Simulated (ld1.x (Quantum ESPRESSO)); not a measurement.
## phosphorus, TM: configuration errors across variants

- Element: phosphorus (P)
- Generator: ld1.x (Quantum ESPRESSO) 7.5
- Type: norm-conserving Troullier–Martins (Kleinman–Bylander form)
- Functional: PBE
- Relativity: scalar-relativistic
- Frozen core: [Ne]
- Valence charge: 5
- Reference configuration: 3s2 3p3
- Partial waves: 3s (bound): rc 1.50 bohr; 3p (bound): rc 1.45 bohr
- Local potential: all-electron potential smoothed inside 1.35 bohr (lloc = -1)
- Core correction: Bessel-smoothed model core inside 1.50 bohr

All-electron excitation energies from the reference (eV): (1) 3s2 3p2 9.730; (2) 3s2 3p1 28.877; (3) 3s2 3p0 58.616; (4) 3s2 3p2.5 3.775; (5) 3s1 3p4 8.534; (6) 3s1 3p3 18.850; (7) 3s1 3p0 110.621.

2 further variants failed, have other tests or another functional or relativity, and are left out.

A true bound ghost makes a file unfit for plane-wave use even where its test errors are small: the radial tests pick states by their node count and pass the ghost by.

Errors AE − PS in meV (a dash: test not solved or not reliable):

```tsv
change	(1)	(2)	(3)	(4)	(5)	(6)	(7)	bound ghosts
base	+3.4	+23	+74	+0.5	+0.8	+7.8	+222	none
local potential all-electron potential smoothed inside 1.78 bohr (lloc = -1)	+3.0	+20	+65	+0.4	+0.7	+6.9	+205	none
wave 3s (bound): rc 1.50 bohr becomes 3s (bound): rc 1.02 bohr	+5.1	+37	+132	+0.8	+9.8	+14	+276	none
core correction Bessel-smoothed model core inside 1.08 bohr	+3.9	+26	+83	+0.6	+0.7	+8.7	+183	none
all radii but the core radius scaled by about 0.75 (s 1.12, p 1.08 bohr); local potential all-electron potential smoothed inside 1.02 bohr (lloc = -1)	+17	+139	+616	+2.7	+5.8	+33	+1937	s
wave 3p (bound): rc 1.45 bohr becomes 3p (bound): rc 2.18 bohr	+3.1	+22	+73	+0.4	+0.4	+7.3	+224	none
local potential the p channel	+2.1	+14	+45	+0.3	+0.4	+5.0	+166	none
wave 3s (bound): rc 1.50 bohr becomes 3s (bound): rc 2.18 bohr	+5.7	+43	+162	+0.9	-12	-8.1	+289	none
```

(1) Give the same row for: local potential the s channel.

Answers

(1) +2.5, +16, +49, +0.4, +0.6, +6.1, +173; bound ghosts: none.
